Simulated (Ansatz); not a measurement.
One change: `[CH3][Zn][Se]C(F)(F)F` becomes `FC(F)(F)Cl`.

Ansatz, PBE0-D4/def2-TZVP geometries, multiplicity 1. Each molecule was computed in one conformer, which needn't be the lowest.

Scalar relativity is left out up to krypton.

```json
{"property": "size of the dipole moment (ωB97M-V/def2-TZVPP) / D", "`[CH3][Zn][Se]C(F)(F)F`": "2.56"}
{"property": "LUMO energy (PBE0/def2-TZVPP) / eV", "`[CH3][Zn][Se]C(F)(F)F`": "-0.96"}
{"property": "HOMO energy (ωB97M-V/def2-TZVPP) / eV", "`[CH3][Zn][Se]C(F)(F)F`": "-9.43"}
{"property": "LUMO energy (ωB97M-V/def2-TZVPP) / eV", "`[CH3][Zn][Se]C(F)(F)F`": "0.63"}
{"property": "HOMO energy (B3LYP/def2-TZVPP) / eV", "`[CH3][Zn][Se]C(F)(F)F`": "-7.01"}
{"property": "HOMO–LUMO gap (B3LYP/def2-TZVPP) / eV", "`[CH3][Zn][Se]C(F)(F)F`": "5.78"}
```

(1) What does the change do to each property? (Estimate.)

Results:

(1) Ansatz gave: 
```csv
property,`FC(F)(F)Cl`,shift
size of the dipole moment (ωB97M-V/def2-TZVPP) / D,0.40,-2.16
LUMO energy (PBE0/def2-TZVPP) / eV,0.10,1.06
HOMO energy (ωB97M-V/def2-TZVPP) / eV,-12.40,-2.97
LUMO energy (ωB97M-V/def2-TZVPP) / eV,2.44,1.81
HOMO energy (B3LYP/def2-TZVPP) / eV,-9.77,-2.76
HOMO–LUMO gap (B3LYP/def2-TZVPP) / eV,9.51,3.73
```

With PBE0 the HOMO falls by 2.80 eV and the LUMO rises by 1.06 eV, so the gap widens by about 3.86 eV. PBE moves the HOMO by -2.40 eV and ωB97M-V by -2.97 eV. Dipoles are sizes alone; their direction can turn.

B3LYP here is the variant with VWN-RPA as its local correlation; programs differ in this.

Spin–orbit coupling is left out; it splits and shifts lone-pair levels of the heavy atoms by tenths of an eV.
